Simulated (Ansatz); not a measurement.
Consider the ligand exchange at a B–C bond: `B[CH](O)[GeH3]` + `CS[SiH2]O` → `BO[SiH2]SC` + `O[CH2][GeH3]`.

Gas-phase electronic energies from Ansatz, PBE0-D4/def2-TZVP geometries. CCSD(T)/CBS adds triple-zeta CCSD(T) − MP2 to the extrapolated MP2 energy (def2 sets, frozen cores). Functionals use def2-TZVPP. For Ge outer-core shells are correlated without core-valence functions, which leaves a few kJ/mol of doubt a bond. Scalar relativity is left out up to krypton. One conformer a species, not always the lowest.

`B[CH](O)[GeH3]`:

```xyz
11

B    -0.449   -1.298   -0.413
C     0.767   -0.519   -0.022
O     1.328   -0.657    1.233
Ge   -0.612    1.107   -0.080
H    -1.096   -1.887    0.400
H    -0.794   -1.236   -1.560
H     1.464   -0.170   -0.790
H     1.980    0.034    1.379
H    -0.003    1.976    1.033
H    -0.500    1.818   -1.436
H    -2.085    0.833    0.256
```

`CS[SiH2]O`:

Z-matrix (Å, degrees):
```
C
S 1 1.818
H 1 1.089 2 111.0
H 1 1.090 2 110.8 3 -122.4
H 1 1.089 2 106.9 3 118.9
Si 2 2.119 1 99.7 3 59.8
O 6 1.646 2 113.6 1 -63.8
H 6 1.485 2 104.1 1 173.6
H 6 1.481 2 110.9 1 52.7
H 7 0.959 6 116.7 2 -56.8
```

`BO[SiH2]SC`:

```xyz
12

B    -0.520   -1.775    1.150
O    -1.307   -0.849    0.569
Si   -1.108    0.792    0.409
S    -0.376    1.319   -1.497
C     1.309    0.650   -1.362
H     0.505   -1.443    1.690
H    -0.868   -2.921    1.107
H    -2.440    1.418    0.539
H    -0.157    1.233    1.462
H     1.850    0.982   -2.248
H     1.298   -0.439   -1.344
H     1.814    1.034   -0.476
```

`O[CH2][GeH3]`:

Z-matrix (Å, degrees):
```
C
Ge 1 1.968
O 1 1.415 2 108.0
H 1 1.098 2 108.5 3 -121.7
H 1 1.098 2 108.5 3 121.7
H 2 1.536 1 110.0 3 -60.7
H 2 1.540 1 108.6 3 179.8
H 2 1.536 1 110.0 3 60.2
H 3 0.960 1 108.8 2 180.0
```

```
         species  PBE energy (Eh)
`B[CH](O)[GeH3]`      -2218.90488
     `CS[SiH2]O`       -804.30524
    `BO[SiH2]SC`       -829.73793
  `O[CH2][GeH3]`      -2193.50532
```

Task: Work out ΔE.

Result: ΔE = (-829.73793) + (-2193.50532) − (-2218.90488) − (-804.30524) = -0.03313 Eh = -0.90 eV. CCSD(T)/CBS gives -1.14 eV.

Largest T1 diagnostic among the species: 0.013.

In def2-TZVPP, CCSD(T) changes the Hartree–Fock value by +0.40 eV (the triples alone add +0.07 eV) and MP2 by +0.42 eV. From PBE to PBE0 (25 % exact exchange), in def2-TZVPP and without D4, ΔE moves by −0.11 eV.
